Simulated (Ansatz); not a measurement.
Geometry optimisation, RKS PBE-D4/def2-SVPD in Ansatz 0.2.0.

The input (input.yaml):

```yaml
crystal:
  periodic: [false, false, false]
  atoms:
    - { symbol: Ga, position_ang: [0.0, 0.0, 0.0] }
    - { symbol: H, position_ang: [0.9098, 0.0, 1.5183] }
    - { symbol: Cl, position_ang: [2.4075, 0.0, 0.3969] }
    - { symbol: H, position_ang: [-1.3596, 0.0, -0.785] }
basis:
  gaussian: { orbitals: def2-SVPD }
hamiltonian:
  xc: pbe
  dispersion: d4
relax:
  f_tol: 0.15
  max_steps: 25
  restrain:
    - { distance: [1, 2], at: 2.57, k: 30.0 }
    - { distance: [0, 1], at: 1.57, k: 30.0 }
    - { distance: [0, 2], at: 2.24, k: 30.0 }
```

Command:

```bash
$ ansatz run input.yaml --threads 2 --pin off --max-ram 3072MiB --backend cpu --events-out ev --progress --plain --runs-dir out
```

Q: Where does it end, and by what steps?

A: The forces met the threshold. The restraints hold the end off the free minimum. After 5 steps the energy has fallen by 2.212 eV (the restraints' own energy left out); Cl3 moved furthest, 0.51 Å.

| step | energy less start (eV) | largest force component (eV/Å) | accepted |
| --- | --- | --- | --- |
| 0 | 0.0000 | 3.214 | yes |
| 1 | -0.9299 | 1.895 | yes |
| 2 | -1.6314 | 1.425 | yes |
| 3 | -2.1377 | 0.967 | yes |
| 4 | -2.2126 | 0.975 | yes |
| 5 | -2.2120 | 0.959 | yes |

```xyz
4
Properties=species:S:1:pos:R:3
Ga 0.117 0.000 0.283
H 0.501 0.000 1.788
Cl 2.299 0.000 -0.105
H -0.959 0.000 -0.835
```

The run took 12 s on 2 threads of Intel(R) Xeon(R) Platinum 8259CL CPU @ 2.50GHz (Skylake/Cascade Lake), with other jobs on the host, peak memory 0.16 GiB.
